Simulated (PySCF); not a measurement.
C2H6ClNSi2, SMILES [Si@@H]([SiH3])(Cl)CC#N.

The structure is a stationary point at PBE-D3(BJ)/def2-SVP. The structure was generated by enumeration; whether it is a known compound was not checked. One conformer was computed; it need not be the lowest.

Level of theory: PBE-D3(BJ)/def2-SVP (PySCF 2.14.0).

Frequencies are harmonic and unscaled.

Computed vibrational spectrum:
```
mode  ν (cm⁻¹)  IR (km/mol)    moving atoms (share of kinetic energy)
----  --------  -----------  ----------------------------------------
1           43          6.4           N 38 %, Si 25 %, H 17 %, C 15 %
2           78          6.1  N 36 %, Si 23 %, C 17 %, H 13 %, Cl 12 %
3           93          1.0                                    H 89 %
4          114          5.7                  Si 39 %, Cl 38 %, H 15 %
5          155          4.3                   Si 40 %, H 27 %, C 24 %
6          190          1.5          Cl 30 %, C 23 %, N 22 %, Si 17 %
7          369          0.4                    C 52 %, H 27 %, N 18 %
8          388          5.5          Si 52 %, H 19 %, C 16 %, Cl 10 %
9          451          7.4            C 50 %, H 23 %, Si 18 %, N 9 %
10         471         10.4                           H 77 %, Si 14 %
11         491         22.9                           H 59 %, Si 30 %
12         551         49.7                  Si 51 %, Cl 28 %, H 16 %
13         650         14.3                            H 78 %, C 13 %
14         684         26.7                   C 49 %, Si 27 %, H 22 %
15         745        176.1                           H 86 %, Si 10 %
16         801        162.5                            H 79 %, C 15 %
17         842         18.0                    H 80 %, Si 11 %, C 9 %
18         896         31.9                                    H 98 %
19         897         35.2                                    H 97 %
20         953          1.6                    C 47 %, H 30 %, N 24 %
21        1099          3.3                            H 86 %, C 13 %
22        1116         29.1                            H 56 %, C 41 %
23        1353         10.0                            H 90 %, C 10 %
24        2160         40.6                                    H 99 %
25        2173         20.3                                    H 96 %
26        2181        106.5                                    H 96 %
27        2184         54.0                                    H 96 %
28        2283         23.0                            C 62 %, N 37 %
29        2992          1.9                                    H 95 %
30        3053          2.2                            H 90 %, C 10 %
```
